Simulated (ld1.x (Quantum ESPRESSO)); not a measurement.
# Which change was made? (B, RRKJ)

boron (B), norm-conserving RRKJ (Kleinman–Bylander form), made with ld1.x (Quantum ESPRESSO) 7.5 (Wu–Cohen, scalar-relativistic). Core [He], reference 2s2 2p0.5 (charge +0.5). Waves: 2s (bound): rc 1.55 bohr; 2p (bound): rc 3.10 bohr; 3d channel at 0.35 Ry: rc 2.45 bohr. Local part: the d channel. Core correction: none. rho0 = 0.02.

Cutoffs, loose and tight: the cutoffs (Ry, on a coarse ladder) from which the occupation-weighted sum of valence levels, in a spherical-Bessel basis at the reference potential, stays within 10 and 1 mRy of its value at 400 Ry. They do not see the model core or the augmentation charge, which bear on the density cutoff. Test errors are all-electron minus pseudo excitation energies from the reference, over the configurations 2s2 2p1; 2s2 2p0; 2s1 2p0; 2s0 2p3; 2s2 2p1.3; 2s1 2p1; 2s1 2p2; variants that change the core or the reference have their own tests.

The base gives: outcome: generated; cutoff, loose: 21 Ry; cutoff, tight: 50 Ry; bound ghosts: none; largest test error (meV): +211.

Task: After one change the result is: outcome: generated; cutoff, loose: 21 Ry; cutoff, tight: 50 Ry; bound ghosts: none; largest test error (meV): +105. Which change was it?
A. type TM; local potential all-electron potential smoothed inside 2.35 bohr (lloc = -1); rho0 0
B. wave 2p (bound): rc 3.10 bohr becomes 2p (bound): rc 2.42 bohr
C. functional BLYP
D. local potential the s channel

Result: B. The others give: functional BLYP → outcome: generated; cutoff, loose: 25 Ry; cutoff, tight: 45 Ry; bound ghosts: none; largest test error (meV): +267 | type TM; local potential all-electron potential smoothed inside 2.35 bohr (lloc = -1); rho0 0 → outcome: generated; cutoff, loose: 18 Ry; cutoff, tight: 50 Ry; bound ghosts: s; largest test error (meV): +117 | local potential the s channel → outcome: generated; cutoff, loose: 18 Ry; cutoff, tight: 50 Ry; bound ghosts: none; largest test error (meV): +206.
